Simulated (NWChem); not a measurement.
System: TeO, triplet; SMILES O=[Te]

The following NWChem deck was run.

```
start job
memory heap 200 mb stack 900 mb global 1100 mb
geometry units angstroms noautoz
  O      0.000000     0.000000    -1.587101
  Te     0.000000     0.000000     0.263563
end
basis spherical
  * library def2-svp
end
ecp
  Te library def2-ecp
end
dft
  odft
  mult 3
  xc hfexch
  iterations 150
  mulliken
end
task dft energy
```

Geometry: optimised at PBE0/def2-SVP, spin-unrestricted. No stability test was run on the SCF state. def2 effective core potentials on Te; no spin-orbit coupling.

Question: Give the results of this calculation. (UHF/def2-SVP with def2 effective core potentials on Te.) Quantities: basis functions; energy (Ha); highest occupied level (eV); lowest empty minus highest occupied level, either spin (eV); dipole (D); <S²>.

Answer: 
| Quantity | Result |
|---|---|
| number of basis functions | 40 |
| energy (Ha) | -341.72 |
| highest occupied level (eV) | -10.17 |
| lowest empty minus highest occupied level, either spin (eV) | 10.44 |
| dipole (D) | 3.42 |
| <S²> | 2.06 |
